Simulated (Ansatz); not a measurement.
Cl3GaH3N (`[NH3+][Ga-]([Cl])([Cl])[Cl]`). The species carries charge 0 and has multiplicity 1.

```xyz
8

N    -0.272    0.289   -0.971
Ga    0.265   -0.281    0.943
Cl   -0.292    1.482    2.049
Cl   -0.981   -2.020    1.198
Cl    2.374   -0.630    0.672
H     0.383    0.977   -1.331
H    -0.272   -0.514   -1.592
H    -1.202    0.698   -0.969
```

(1) What are the harmonic wavenumbers in cm⁻¹ at PBE0-D4/def2-TZVP (Ansatz, finite differences of forces, unscaled)? (Best estimate.)

Results:

(1) Computed: 19i, 109, 109, 129, 129, 150, 366, 400, 428, 428, 681, 681, 1256, 1644, 1644, 3481, 3603, 3603.
